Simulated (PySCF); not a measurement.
# What a mistake does to a calculation on CClFH2Si

These are calculations, not measurements. The program is PySCF 2.14.0, an open-source quantum chemistry code, run on an isolated molecule that a program drew, which may never have been made. The molecule is CClFH2Si (charge 0, singlet), drawn as the SMILES string `C=[Si](F)Cl`.

Each row is a Hartree-Fock (HF) and frozen-core CCSD(T) single point in the cc-pV(D+d)Z basis, meant for a local HF minimum. Run 1 is clean. Each other run has one planted mistake out of seven kinds, and not every kind appears here: one electron removed, one electron added, multiplicity raised by two, geometry at a saddle point, minimal basis STO-3G, one bond length entered in bohr, all coordinates scaled. The reference is restricted for singlets and unrestricted otherwise, and also for a bond in bohr. Adding or removing an electron swaps singlet and doublet. Electrons count all cores. HOMO and LUMO are orbital energies over both spins, the gradient is its largest component, and the lowest frequency (negative if imaginary) is given only where the gradient is small. Bond lengths are over the 5 bonds as drawn. T1 is the CCSD diagnostic: over 0.02 (restricted) or 0.045 (unrestricted) a single reference is doubtful.

Geometry of the clean run:
```xyz
6
CClFH2Si, angstrom
C    -0.8032    0.2821    0.5190
Si   -2.4102    0.3987    0.9452
F    -3.3604   -0.8314    1.2872
Cl   -3.5114    2.0803    1.1263
H    -0.2257    1.1708    0.3014
H    -0.3030   -0.6751    0.4503
```

| run | electrons | basis functions | <S^2> | HOMO (eV) | LUMO (eV) | gradient (hartree/bohr) | lowest frequency (cm^-1) | mean bond (Å) | longest bond (Å) | T1 | HF (hartree) | CCSD(T) (hartree) | mistake |
|---|---|---|---|---|---|---|---|---|---|---|---|---|---|
| 1 | 48 | 84 | 0.000 | -9.06 | 3.11 | 2.7e-05 | 226 | 1.4881 | 2.018 | 0.0125 | -886.96161 | -887.55937 | no fault |
| 2 | 47 | 84 | 0.756 | -18.56 | -6.69 | 1.2e-01 | - | 1.4881 | 2.018 | 0.0152 | -886.68072 | -887.24051 | one electron removed |
| 3 | 48 | 30 | 0.000 | -6.61 | 6.97 | 5.0e-02 | - | 1.4881 | 2.018 | 0.0139 | -876.75986 | -876.92355 | minimal basis STO-3G |
| 4 | 48 | 84 | 0.000 | -9.02 | 2.06 | 4.3e-02 | - | 1.5729 | 2.133 | 0.0142 | -886.94041 | -887.54958 | ? |
| 5 | 48 | 84 | 2.012 | -5.56 | 0.28 | 1.5e-01 | - | 1.4881 | 2.018 | 0.0353 | -886.85074 | -887.41244 | ? |

**Which mistake was planted in run 4, and what did it cost?**

The mean and the longest bond both change by the same factor, 1.057, and the gradient is no longer small. So the mistake is: all coordinates scaled. Subtracting run 1 and multiplying by 627.51 kcal/mol a hartree, the energy moved by 13.3 kcal/mol in HF and 6.1 kcal/mol in CCSD(T).

**Which mistake was planted in run 5, and what did it cost?**

Electrons, basis and geometry are unchanged, and <S^2> is 2.012, beside S(S+1) = 2.00 for a multiplicity of 3. So the mistake is: multiplicity raised by two. Subtracting run 1 and multiplying by 627.51 kcal/mol a hartree, the energy moved by 69.6 kcal/mol in HF and 92.2 kcal/mol in CCSD(T).

